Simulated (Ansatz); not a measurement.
Reaction (substitution at a C–O bond): `COC(F)[SeH]` + `[SeH][InH2]` → `C[Se][InH2]` + `OC(F)[SeH]`

Program: Ansatz. Geometries: PBE0-D4/def2-TZVP. ΔE: electronic, gas phase. CCSD(T)/CBS is the MP2 limit (def2-TZVPP, def2-QZVPP) plus CCSD(T) − MP2 in def2-TZVPP, frozen cores. DFT in def2-TZVPP. B3LYP here is the variant with VWN-RPA as its local correlation; programs differ in this. Elements past krypton have def2 core potentials. For In, Se outer-core shells are correlated without core-valence functions, which leaves a few kJ/mol of doubt a bond. Scalar relativity is left out up to krypton. Each species was taken in one conformer, which may not be the lowest.

`COC(F)[SeH]`:

Z-matrix (Å, degrees):
```
C
O 1 1.421
H 1 1.096 2 110.8
H 1 1.088 2 106.5 3 118.9
H 1 1.093 2 111.1 3 -121.9
C 2 1.356 1 113.5 3 56.0
Se 6 1.961 2 110.2 1 -170.5
F 6 1.377 2 111.2 1 72.6
H 6 1.096 2 112.3 1 -46.5
H 7 1.468 6 92.8 2 56.5
```

`[SeH][InH2]`:

Z-matrix (Å, degrees):
```
In
Se 1 2.508
H 1 1.712 2 116.7
H 1 1.712 2 114.2 3 180.0
H 2 1.469 1 92.9 3 0.0
```

`C[Se][InH2]`:

Cartesian coordinates in Å:
```
C 0.284 -1.038 -1.061
Se -1.370 -0.265 -0.341
In -0.420 1.312 1.339
H 0.316 -0.841 -2.131
H 1.157 -0.600 -0.581
H 0.267 -2.111 -0.884
H 1.298 1.303 1.409
H -1.532 2.241 2.251
```

`OC(F)[SeH]`:

Cartesian coordinates in Å:
```
O 0.057 1.493 -0.009
C 0.364 0.185 0.186
F 1.096 -0.320 -0.855
Se -1.292 -0.888 0.370
H -0.547 1.564 -0.758
H 0.966 0.109 1.090
H -0.644 -2.143 -0.025
```

Q: Is it downhill or uphill in electronic energy at CCSD(T)/CBS, and by how much? (Estimate.)

A: The calculation gave: Downhill: ΔE = -0.40 eV.

Q: What do these levels give: B3LYP-D4, ωB97M-V, r2SCAN, SCS-MP2/def2-TZVPP, MP2/def2-QZVPP, MP2/CBS(def2)? (Estimate.)

A: Ansatz gave: B3LYP-D4 -0.36, ωB97M-V -0.35, r2SCAN -0.39, SCS-MP2/def2-TZVPP -0.38, MP2/def2-QZVPP -0.46, MP2/CBS(def2) -0.47 eV.

Largest T1 diagnostic among the species: 0.013.

In def2-TZVPP, CCSD(T) changes the Hartree–Fock value by −0.15 eV (the triples alone add −0.02 eV) and MP2 by −0.22 eV.
